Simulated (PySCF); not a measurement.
Molfile (atoms numbered from 1):
```
C4H12Si2
     RDKit          3D

 18 17  0  0  0  0  0  0  0  0999 V2000
    3.5890    0.1870   -0.8815 C   0  0  0  0  0  0  0  0  0  0  0  0
    2.6086    0.6222   -0.0810 C   0  0  0  0  0  0  0  0  0  0  0  0
    1.2350   -0.4722    0.5637 Si  0  0  0  0  0  4  0  0  0  0  0  0
   -0.4520    0.0382   -0.1187 C   0  0  0  0  0  0  0  0  0  0  0  0
   -1.6041   -0.8380    0.3896 C   0  0  0  0  0  0  0  0  0  0  0  0
   -3.2837   -0.3429   -0.3156 Si  0  0  0  0  0  4  0  0  0  0  0  0
    3.6553   -0.8605   -1.1980 H   0  0  0  0  0  0  0  0  0  0  0  0
    4.3743    0.8527   -1.2577 H   0  0  0  0  0  0  0  0  0  0  0  0
    2.6098    1.6850    0.1984 H   0  0  0  0  0  0  0  0  0  0  0  0
    1.1770   -0.4042    2.0604 H   0  0  0  0  0  0  0  0  0  0  0  0
    1.5305   -1.8861    0.1660 H   0  0  0  0  0  0  0  0  0  0  0  0
   -0.6228    1.0977    0.1432 H   0  0  0  0  0  0  0  0  0  0  0  0
   -0.3928    0.0106   -1.2211 H   0  0  0  0  0  0  0  0  0  0  0  0
   -1.6681   -0.7988    1.4912 H   0  0  0  0  0  0  0  0  0  0  0  0
   -1.4278   -1.8992    0.1395 H   0  0  0  0  0  0  0  0  0  0  0  0
   -3.2689   -0.4634   -1.8076 H   0  0  0  0  0  0  0  0  0  0  0  0
   -3.5864    1.0810    0.0334 H   0  0  0  0  0  0  0  0  0  0  0  0
   -4.3785   -1.2097    0.2226 H   0  0  0  0  0  0  0  0  0  0  0  0
  1  2  2  0
  2  3  1  0
  3  4  1  0
  4  5  1  0
  5  6  1  0
  1  7  1  0
  1  8  1  0
  2  9  1  0
  3 10  1  0
  3 11  1  0
  4 12  1  0
  4 13  1  0
  5 14  1  0
  5 15  1  0
  6 16  1  0
  6 17  1  0
  6 18  1  0
M  END
```

Geometry: PBE0-D3(BJ)/def2-SVP; GIAO absolute shieldings from PySCF 2.14.0 with density-fitted response routines, gas phase, non-relativistic, averaged over equivalent atoms.

At PBE0/pcSseg-0 (86 basis functions, 6.9 s wall time on 1 thread of an x86-64 server CPU, shared host):
```csv
atoms,σ (ppm)
C1,41.1
C2,52.7
C4,186.1
C5,192.8
Si3,400.3
Si6,447.2
H8,26.26
H7,26.38
H9,26.59
H10/H11,28.24
H16/H17/H18,28.81
H12/H13,32.36
H14/H15,32.55
```

Problem. What do these become at KT3/pcSseg-1?

Solution. 
```tsv
atoms	σ at KT3/pcSseg-1	change
C1	50.5	+9.4
C2	53.7	+1.0
C4	170.3	-15.8
C5	175.8	-17.0
Si3	394.2	-6.1
Si6	425.6	-21.6
H8	25.24	-1.02
H7	25.33	-1.05
H9	25.24	-1.35
H10/H11	27.24	-1.00
H16/H17/H18	27.54	-1.27
H12/H13	30.61	-1.75
H14/H15	30.62	-1.93
```

The largest change is at Si6 (silicon bonded to C, 3 H). Cost: 176 basis functions, 50 s wall time on 1 thread of an Arm Neoverse N1, shared host. The order of the carbon signals is the same at both levels.
